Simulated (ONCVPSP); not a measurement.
## LDA (Perdew-Wang 92) ONCV dataset for Sc, scalar-relativistic all-electron reference.

```
Element                 : Sc (Z = 21)
Generator               : ONCVPSP 4.0.1
Type                    : optimised norm-conserving Vanderbilt (ONCV)
Functional              : LDA (Perdew-Wang 92)
Relativity              : scalar-relativistic
Frozen core             : [Ar]
Valence charge          : 3
Reference configuration : 3d1 4s2
Partial waves           : 4s: rc 2.60 bohr, ncon 5, nbas 8, qcut 2.9 1/bohr, 1 projector; p scattering state at 0.41 Ha: rc 2.25 bohr, ncon 4, nbas 8, qcut 4.1 1/bohr, 2 projectors, debl 1.7 Ha; 3d: rc 2.25 bohr, ncon 4, nbas 8, qcut 7.8 1/bohr, 2 projectors, debl 2.5 Ha
Local potential         : polynomial inside 1.75 bohr (lpopt 2, dvloc0 2 Ha)
Core correction         : Teter function, parameters optimised by the program
```

Results:

```json
{
  "Cutoffs needed": "20 Ha and 23 Ha (the cutoffs (Ha) at which the residual kinetic energy of the hardest occupied pseudo-wave falls to 1 and 0.1 mHa per electron)",
  "Ghost test": "ghosts flagged at negative energy: p at -17.8 eV; no localised positive-energy state flagged; a true bound ghost makes a file unfit for plane-wave use",
  "Largest excitation error": "-30 meV (all-electron minus pseudo) for 3d1.5 4s1.5, out of 4 test configurations",
  "rms error of d²Exc/dni dnj": "34.86 mHa without and 0.22 mHa with the model core"
}
```

Generation and tests took about 3.5 s on one core of a shared server CPU.
